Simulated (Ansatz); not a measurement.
Input for Ansatz (a first-principles code): U-wB97X-V/def2-TZVPP on F2Ta (SMILES [F][Ta][F]), 2S+1 = 4, a spin state set in the input, which need not be the lowest. Elements past Kr take the def2 small-core potentials; no spin–orbit coupling.

Ansatz 0.2 input:
```yaml
crystal:
  periodic: [false, false, false]
  atoms:
    - {symbol: Ta, position_ang: [-0.01017136, 0.01679890, -0.02254485]}
    - {symbol: F, position_ang: [-0.24298152, 1.41712041, -1.27266810]}
    - {symbol: F, position_ang: [0.21998416, -1.38654771, 1.22479331]}
basis:
  gaussian:
    orbitals: def2-TZVPP
hamiltonian:
  xc: {name: wB97X-V}
magnetization: {spin_polarized: true, initial_magnetization: 3}
```

The head of its log:

```
WARN ansatz: RAYON_NUM_THREADS=1 ignored (pool sized by the plan → 1); use --threads N
Functional definition: wB97X-V
integrals: 0.05 GiB planned
671 factors; their error is unknown
integrals: 0.08 GiB planned
134 factors; integrals over basis functions are off by at most 5.0e-5 eV
mean field: 0.62 GiB planned
mean field evaluation 1: about -6982.6828 eV, gradient 3.3e1 eV
mean field evaluation 2: about -6980.1664 eV, gradient 4.8e1 eV
```

Question: Give the final energy of this run.

Answer: -256.7404 hartree.
